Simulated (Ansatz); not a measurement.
MoO3F, that is [MoO3F]- with one electron fewer, relaxed as a doublet with UKS r2SCAN-D4/def2-SVPD in Ansatz, starting from the r2SCAN-D4/def2-SVPD geometry of the charge -1 singlet. Force threshold 0.02 eV/Å.

In the def2 sets Mo takes a core potential; there is no spin–orbit coupling.

Start:

```xyz
5

Mo   -0.0173   -0.0370    0.0015
O     0.9858   -1.1716   -0.8359
O    -0.1897   -0.5185    1.6548
O    -1.5739    0.0338   -0.7516
F     0.7951    1.6932   -0.0687
```

```json
{"step": "1", "energy (eV)": "-10706.9264", "largest force component (eV/Å)": "2.512", "SCF passes": "31"}
{"step": "2", "energy (eV)": "-10707.0370", "largest force component (eV/Å)": "0.167", "SCF passes": "35"}
{"step": "3", "energy (eV)": "-10707.0390", "largest force component (eV/Å)": "0.009", "SCF passes": "32"}
```

Force components are those of the run's own axes.

End:

```xyz
5

Mo    0.012    0.026   -0.001
O     0.954   -1.185   -0.821
O    -0.202   -0.543    1.629
O    -1.563    0.000   -0.738
F     0.799    1.702   -0.069
```

By distances, no bond broke or formed. The bond that changes most is Mo1–F5, from 1.91 to 1.85 Å (atoms count from 1).

No frequencies were taken in this run, so the end may be a saddle point.

It took 9 s on 4 threads of Arm Neoverse V2 on a shared host.
